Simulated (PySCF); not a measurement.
NMR data simulated for an unnamed compound:

1H NMR (600 MHz, computed): δ 9.91 (d, 1H), 7.61 (m, 2H), 7.46 (m, 2H), 7.41 (m, 1H), 6.83 (d, 1H), 6.60 (m, 1H).

13C{1H} NMR (computed): δ 192.0 (CH), 158.1 (CH), 137.6 (C), 135.2 (CH), 132.6 (CH), 132.5 (CH), 131.3 (CH).

No solvent, non-relativistic, a single conformation, equivalent nuclei averaged. Shielding tensors at PBE/pcSseg-1 (GIAO); geometry: PBE0-D3(BJ)/def2-SVP; PySCF 2.14.

Referencing at the same level of theory: 1H (σ = 31.20 ppm), 13C (σ = 180.03 ppm) against TMS.

Task: Which of these does the molecule contain: a vinyl group CH=CH2, a CH3CH2 unit, a benzene ring, a tert-butyl group, a non-aromatic C=C double bond, an aldehyde?

Result: 
- A vinyl group CH=CH2: no.
- A CH3CH2 unit: no.
- A benzene ring: yes.
- A tert-butyl group: no.
- A non-aromatic C=C double bond: yes.
- An aldehyde: yes (δC 192.0; δH 9.91 (d)).

The data belong to trans-cinnamaldehyde, C9H8O; they needn't prove each group on their own.

Carbon signals by region: 1 in the far downfield region (above 160 ppm), 6 in the sp2 and nitrile region (100–160 ppm). Above 160 ppm: 192.0, aldehyde carbonyl carbon.

Shifts are as computed. Against solution values, carbons near 30 ppm lie about +2 ppm off and those near 130 ppm about +2 ppm. Of 1211 compounds with measured shifts, 218 miss one by over three times the rms of a fit or turn the order of signals round; such compounds aren't used in these exercises. No couplings were computed; multiplicities are counted from neighbouring protons, with m where these are inequivalent, close in shift, in a saturated or five-membered ring or joined by F or P, and br s for small geminal =CH2 splittings.
